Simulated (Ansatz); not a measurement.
The cluster ZrS₃⁻. The state is a quartet with charge -1. Geometry PBE0-D4/def2-SVPD; atoms count from 1.

```xyz
4

Zr    0.101   -0.054    0.013
S     2.338   -1.225    0.357
S    -1.217    1.130    1.534
S    -1.222    0.149   -1.904
```

In the def2 sets Zr takes a core potential; there is no spin–orbit coupling. At PBE0-D4/def2-TZVPD a doublet of charge -1 lies 1.92 eV below the quartet, each at its own geometry. The structure comes from a short search, and lower isomers may exist.

(1) Estimate the Mulliken populations from the PBE0/def2-TZVPD orbitals of Ansatz.

(2) Where does the spin sit?

(3) And the Mayer bond orders between bonded heavy atoms (over 0.3)?

Results:

(1) 
```json
{"atom": "Zr1", "charge (e)": "0.76", "spin (α − β)": "1.01", "d electrons": "2.27"}
{"atom": "S2", "charge (e)": "-0.51", "spin (α − β)": "0.92", "d electrons": "–"}
{"atom": "S3", "charge (e)": "-0.63", "spin (α − β)": "0.53", "d electrons": "–"}
{"atom": "S4", "charge (e)": "-0.63", "spin (α − β)": "0.53", "d electrons": "–"}
```
Mulliken values and Mayer orders depend strongly on the basis. With diffuse functions, as here, like atoms can get unlike values, and bond orders can come out too low or too high.

(2) Summed by element: Zr 1.01, S 1.99, of 3 unpaired in all. Largest on single atoms: Zr1 1.01, S2 0.92, S4 0.53.

(3) Zr1–S2 0.69 (2.55 Å); Zr1–S3 1.33 (2.33 Å); Zr1–S4 1.32 (2.34 Å). Values over 0.3 also appear between atoms too far apart for a bond (S3–S4 0.32 at 3.57 Å); they arise where an orbital or an unpaired electron spreads over both atoms.
